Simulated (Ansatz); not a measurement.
BrCdCl, SMILES `[Cl][Cd][Br]`, relaxed with RKS PBE-D4/def2-SVP in the Gaussian-basis code of Ansatz from a rough embedded geometry. The force threshold is 0.03 eV/Å; the program also tests the step.

The species carries charge 0 and has multiplicity 1. Cd: def2 effective core potential.

Start:

```xyz
3

Cl    2.302    0.365   -0.214
Cd   -0.255   -0.211   -0.857
Br   -2.047   -0.153    1.072
```

| step | energy (eV) | largest force (eV/Å) | largest move (Å) |
| --- | --- | --- | --- |
| 1 | -87106.5456 | 2.048 | 0.000 |
| 2 | -87107.2185 | 1.402 | 0.190 |
| 3 | -87107.4662 | 1.528 | 0.195 |
| 4 | -87107.7240 | 0.517 | 0.198 |
| 5 | -87107.8421 | 0.213 | 0.200 |
| 6 | -87107.8722 | 0.069 | 0.146 |
| 7 | -87107.8726 | 0.006 | 0.009 |

End:

```xyz
3

Cl    2.214    0.257   -0.688
Cd    0.039    0.004   -0.013
Br   -2.252   -0.261    0.701
```

Run time 10 s (2 threads of a server CPU on a shared host); peak host memory 0.16 GiB.
